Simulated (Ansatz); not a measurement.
Consider the ligand exchange at the Si–O bond: `N[SiH2]O[Si](N)(O)O` + `C=N` → `C=N[SiH2]N` + `N[Si](O)(O)O`.

Program: Ansatz. Geometries: PBE0-D4/def2-TZVP. ΔE: electronic, gas phase. CBS: MP2 limit from def2 TZ/QZ plus the TZ coupled-cluster correction, frozen cores. This one scheme is used for every species. DFT in def2-TZVPP. B3LYP here is the variant with VWN-RPA as its local correlation; programs differ in this. Each species was taken in one conformer, which may not be the lowest.

```json
{"level": "PBE-D4", "ΔE (kJ/mol)": "76.9", "difference from CCSD(T)/CBS": "-5.8"}
{"level": "r2SCAN-D4", "ΔE (kJ/mol)": "81.7", "difference from CCSD(T)/CBS": "-1.0"}
{"level": "PBE0-D4", "ΔE (kJ/mol)": "79.2", "difference from CCSD(T)/CBS": "-3.5"}
{"level": "PBE", "ΔE (kJ/mol)": "71.5", "difference from CCSD(T)/CBS": "-11.2"}
{"level": "B3LYP", "ΔE (kJ/mol)": "75.2", "difference from CCSD(T)/CBS": "-7.5"}
{"level": "HF/def2-TZVPP", "ΔE (kJ/mol)": "79.8", "difference from CCSD(T)/CBS": "-2.9"}
{"level": "MP2/def2-TZVPP", "ΔE (kJ/mol)": "81.0", "difference from CCSD(T)/CBS": "-1.7"}
{"level": "SCS-MP2/def2-TZVPP", "ΔE (kJ/mol)": "81.9", "difference from CCSD(T)/CBS": "-0.8"}
{"level": "HF/CBS(def2)", "ΔE (kJ/mol)": "80.4", "difference from CCSD(T)/CBS": "-2.3"}
{"level": "MP2/CBS(def2)", "ΔE (kJ/mol)": "78.9", "difference from CCSD(T)/CBS": "-3.8"}
{"level": "CCSD(T)/CBS", "ΔE (kJ/mol)": "82.7", "difference from CCSD(T)/CBS": "0"}
```

Largest T1 diagnostic among the species: 0.012.

The D4 term adds +8.3 kJ/mol with B3LYP and +5.1 kJ/mol with PBE0; it sums over pairs of atoms, weighted by their polarisabilities, and B3LYP, whose exchange is more repulsive, gets the larger term.
